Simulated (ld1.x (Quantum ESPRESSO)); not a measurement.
**Sb (Z = 51): TM semilocal pseudisation with PBE, scalar-relativistic reference atom.**

ld1.x (Quantum ESPRESSO) 7.5 input, shortened:

```
&input
   title='Sb', zed=51., rel=1, dft='PBE', iswitch=3,
   config='[Kr] 4d10 4f-2 5s2 5p3'
 /
 &inputp
   pseudotype=1, tm=.true., lloc=0,
   nlcc=.true., new_core_ps=.true., rcore=0.85
 /
4
5P  2  1   3.00   0.00  2.05  2.05  0.0
4D  3  2  10.00   0.00  1.30  1.30  0.0
4F  4  3  -2.00   0.50  1.85  1.85  0.0
5S  1  0   2.00   0.00  2.05  2.05  0.0
 &test
   configts(1)='4d10 5s2 5p3'
 /
```

All-electron outer shells of the reference configuration (PBE, scalar-relativistic, ld1.x):

```
shell  level (eV)  outermost node (bohr)  outermost maximum (bohr)
   4s     -148.83                   0.39                      0.73
   4p     -101.79                   0.39                      0.76
   4d      -33.51                   0.38                      0.84
   5s      -12.83                   0.95                      1.90
   5p       -4.83                   1.04                      2.35
```

Estimate the cutoffs (Ry, on a coarse ladder) from which the occupation-weighted sum of valence levels, in a spherical-Bessel basis at the reference potential, stays within 10 and 1 mRy of its value at 400 Ry.

100 Ry and 160 Ry.

Which valence shell sets the plane-wave cutoff?

4d: its level needs 100 Ry to come within 1 mRy, against 30 Ry for 5s.

Tests: 4d10 5s2 5p2; 4d10 5s2 5p1; 4d10 5s2 5p0; 4d10 5s2 5p3.3; 4d10 5s1 5p3; 4d10 5s2 5p2.5; 4d10 5s1 5p4. Which has the largest error in its energy relative to the reference configuration, and how large is it?

4d10 5s2 5p0, with -11 meV (all-electron minus pseudo) on +48.70 eV.
